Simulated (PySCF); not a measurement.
CH3AlF2, triplet, at the geometry of the source list (a higher spin typed on purpose: for a closed-shell molecule this is an excited state); BLYP/def2-SV(P) (PySCF).

Here is a job for PySCF.
```python
from pyscf import gto, scf, dft

mol = gto.Mole()
mol.atom = '''
    Al    0.81490000    0.63880000    0.02570000
    C    -0.73830000   -0.57370000   -0.02260000
    H    -0.54080000   -1.44460000   -0.64760000
    H    -1.61470000   -0.06150000   -0.41760000
    H    -0.97760000   -0.94770000    0.97280000
    F     0.76570000    2.19320000   -0.52460000
    F     2.29070000    0.19550000    0.61400000
'''
mol.basis = 'def2-sv(p)'
mol.spin = 2
mol.verbose = 3
mol.build()

mf = dft.UKS(mol)
mf.xc = 'blyp'
mf.grids.atom_grid = (50, 194)
mf.kernel()
```

Problem. Predict the main parts of the log of this PySCF run.

Solution. 
```
converged SCF energy = -481.633046365804  <S^2> = 2.0027948  2S+1 = 3.0018626
```
